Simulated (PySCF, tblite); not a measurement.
C6H11P.
Cartesian coordinates in Å at the GFN2-xTB level; atoms count from 1:
```
atom  x, y, z in Å
C1     3.3370   -0.0240   -0.1384
C2     1.9485   -0.2139   -0.4968
C3     0.7805   -0.3808   -0.7417
P4    -0.8834   -0.5945   -1.2984
C5    -1.2528   -2.1535   -0.3558
C6    -1.6880    0.6060   -0.1098
C7    -1.3708    2.0476   -0.4802
H8     3.4791   -0.1857    0.9307
H9     3.6486    0.9908   -0.3874
H10    3.9612   -0.7283   -0.6888
H11   -0.9736   -2.0578    0.6927
H12   -2.3168   -2.3738   -0.4320
H13   -0.6956   -2.9755   -0.8018
H14   -2.7680    0.4350   -0.1556
H15   -1.3500    0.3917    0.9084
H16   -1.8398    2.7365    0.2205
H17   -1.7300    2.2743   -1.4822
H18   -0.2949    2.2122   -0.4597
```

Theory: wB97X-D/def2-SVPD in PySCF (dipole) on a GFN2-xTB geometry, gas phase.

Masses are those of the commonest isotopes; rigid-rotor values at the optimised geometry. The values belong to one conformer with, in the numbering `[CH3:1][C:2]#[C:3][P:4]([CH3:5])[CH2:6][CH3:7]`, C3–P4–C6–C7 72°.

Q: Give the principal moments of inertia and the rotational constants in cm⁻¹.

A: Ia = 186.62, Ib = 379.27, Ic = 512.02 u·Å²; 505379 MHz·u·Å²/I gives 2708, 1333 and 987.0 MHz, that is A = 0.09033, B = 0.04445, C = 0.03292 cm⁻¹.

Q: Classify the top.

A: An asymmetric top: κ = (2 × 1333 − 2708 − 987.0)/(2708 − 987.0) = -0.60.

Q: Is it planar, by Δ = Ic − Ia − Ib?

A: Not planar: Δ = Ic − Ia − Ib = -53.87 u·Å². For a rigid frame Δ = −2 Σ m c², so Σ m c² = 26.93 u·Å² lies off the ab plane: 8.70 from hydrogen and 18.23 from heavier atoms. The atom farthest from that plane is 1.55 Å away.

Q: Give the other two planar moments, Paa and Pbb, and the rms extents of the mass along the axes.

A: Paa = Σ m a² = (Ib + Ic − Ia)/2 = 352.34 and Pbb = Σ m b² = (Ia + Ic − Ib)/2 = 159.68 u·Å². With the mass M = 114.06 u, the rms extents √(P/M) along a, b and c are 1.76, 1.18, 0.49 Å.

Q: Predict some low-J microwave lines.

A: The dipole components are |μa| = 0.75 D, |μb| = 0.21 D, |μc| = 1.40 D. The squared components, which scale the intensities, stand as 0.29 : 0.02 : 1.00 (a : b : c). Some lines, for components of 0.1 D or more:

| type | branch | J(Ka,Kc) | MHz | lower level (cm⁻¹) |
| --- | --- | --- | --- | --- |
| c | Q | 2(1,2) ← 2(0,2) | 1087 | 0.230 |
| c | Q | 1(1,1) ← 1(0,1) | 1376 | 0.077 |
| a | Q | 3(1,2) ← 3(1,3) | 2067 | 0.480 |
| a | R | 1(0,1) ← 0(0,0) | 2320 | 0.000 |
| b | R | 3(1,2) ← 2(2,1) | 3311 | 0.439 |
| c | Q | 3(2,2) ← 3(1,2) | 3648 | 0.549 |
| b | R | 1(1,1) ← 0(0,0) | 3695 | 0.000 |
| a | R | 2(0,2) ← 1(0,1) | 4582 | 0.077 |
| a | R | 2(1,1) ← 1(1,0) | 4985 | 0.135 |
| b | R | 3(0,3) ← 2(1,2) | 5652 | 0.266 |
| b | R | 2(1,2) ← 1(0,1) | 5669 | 0.077 |
| a | R | 3(1,2) ← 2(1,1) | 7438 | 0.301 |
| b | R | 3(1,3) ← 2(0,2) | 7495 | 0.230 |
| c | Q | 3(3,1) ← 3(2,1) | 7498 | 0.680 |
| b | Q | 3(3,0) ← 3(2,1) | 7504 | 0.680 |
| b | R | 2(2,0) ← 1(1,1) | 9514 | 0.123 |
| c | R | 3(1,2) ← 2(0,2) | 9561 | 0.230 |
| c | R | 3(2,2) ← 2(1,2) | 12122 | 0.266 |
| b | R | 3(3,1) ← 2(2,0) | 14676 | 0.441 |

Q: Estimate the classical rotational partition function at 200 K, 298.15 K and 500 K.

A: Point group C1, symmetry number σ = 1; q = (√π/σ)·√((kT/h)³/(ABC)), k/h = 20836.6 MHz/K: 253000 at 200 K, 460000 at 298.15 K, 999000 at 500 K.

Its GFN2-xTB frequencies are all real (lowest 34 cm⁻¹). These are rigid-rotor constants of the computed structure; measured ground-state constants (B0) also hold zero-point vibration. A rigid rotor knows nothing of internal rotation, which can split or shift real lines.
